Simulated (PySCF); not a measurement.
A PySCF script (with the pyscf-properties extension) for the NMR shieldings of `CC1=C[Si@H](C#N)C=CC[SiH2]1`, C$_{7}$H$_{11}$NSi$_{2}$, on a GFN2-xTB geometry:

```python
import basis_set_exchange as bse
import numpy as np
from pyscf import gto, dft
from pyscf.prop import nmr

atoms = """
C     2.812667    0.617012    0.494879
C     1.377734    0.319740    0.166716
C     0.538480    1.311572   -0.144922
Si   -1.295420    1.186620   -0.550712
C    -2.021663    2.850915   -0.096602
N    -2.463393    3.872901    0.172987
C    -2.176484   -0.086718    0.505992
C    -1.845384   -1.374150    0.480942
C    -0.787349   -1.938522   -0.394487
Si    0.959453   -1.523674    0.256656
H     3.470353    0.131350   -0.225017
H     3.061571    0.221815    1.478755
H     3.012842    1.687015    0.485253
H     0.943937    2.321763   -0.154856
H    -1.533350    1.037670   -1.998190
H    -2.958149    0.240333    1.178772
H    -2.335997   -2.078569    1.142944
H    -0.891882   -3.020297   -0.460998
H    -0.881112   -1.537195   -1.403862
H     1.927877   -2.253665   -0.577441
H     1.076349   -1.968973    1.653085
"""
names = dict.fromkeys(["C", "Si", "N", "H"], "pcSseg-1")
basis = {el: gto.basis.parse(bse.get_basis(n, elements=[el], fmt="nwchem")) for el, n in names.items()}
mol = gto.M(atom=atoms, basis=basis, charge=0, verbose=0)
mf = dft.RKS(mol, xc="PBE0")
mf.grids.level = 2
mf.grids.alignment = dft.numint.BLKSIZE   # the property module wants whole blocks of grid points
mf.conv_tol = 1e-9
mf.kernel()

calc = nmr.RKS(mf)   # GIAO
C = mf.mo_coeff
Co = C[:, mf.mo_occ > 0]
resp = mf.gen_response(singlet=True, hermi=2)
def vind(x):   # induced exchange potential for any number of trial vectors
    d = np.einsum("pi,xij,qj->xpq", C, 2 * x.reshape(-1, C.shape[1], Co.shape[1]), Co, optimize=True)
    return np.einsum("xpq,pi,qj->xij", resp(d - d.transpose(0, 2, 1)), C, Co, optimize=True).ravel()
mo1, _ = nmr.rhf.solve_mo1(calc, with_cphf=vind)
sigma = calc.kernel(mo1)
for i, s in enumerate(sigma):   # ppm
    print("%2d %-2s %9.2f" % (i, mol.atom_pure_symbol(i), np.trace(s) / 3))
```

Q: Give the expected output.

A: 
```
 0 C     152.94
 1 C      19.76
 2 C      42.88
 3 Si    417.99
 4 C      60.92
 5 N     -92.80
 6 C      58.10
 7 C      26.97
 8 C     167.16
 9 Si    412.39
10 H      29.44
11 H      29.53
12 H      29.62
13 H      24.85
14 H      26.38
15 H      25.52
16 H      24.43
17 H      29.80
18 H      29.53
19 H      27.42
20 H      27.44
```

These numbers come from an equivalent density-fitted implementation of the same equations, which agrees with the script to about 0.01 ppm for H and up to a few tenths of a ppm for heavy atoms, so last digits may differ.

Q: Turn these shieldings into chemical shifts. Chemical shifts δ = σref − σ; TMS for ¹³C (σ = 186.93 ppm) and ²⁹Si (σ = 349.16 ppm) and ¹H (σ = 31.72 ppm); ¹⁵N (σ = 267.73 ppm) against NH3, all at this level.

A: Averaging equivalent atoms: C 1: 167.2; C 7: 160.0; C 2: 144.0; C 6: 128.8; C 4: 126.0; C 0: 34.0; C 8: 19.8; Si 9: -63.2; Si 3: -68.8; N 5: 360.5; H 16: 7.29; H 13: 6.87; H 15: 6.20; H 14: 5.33; H 19: 4.29; H 20: 4.28; H 18: 2.19; H 10/11/12: 2.19; H 17: 1.92 ppm. Experimental scales use liquid or dissolved standards, which lie at an offset from isolated NH3 (liquid NH3: subtract about 20 ppm). Unscaled 15N shifts of sp2 nitrogen come out 20 to 40 ppm too high even then.

Size and cost of the density-fitted run: 239 basis functions, 63 s wall time on 1 thread of an Arm Neoverse V1, shared host; peak memory 1.1 GiB.
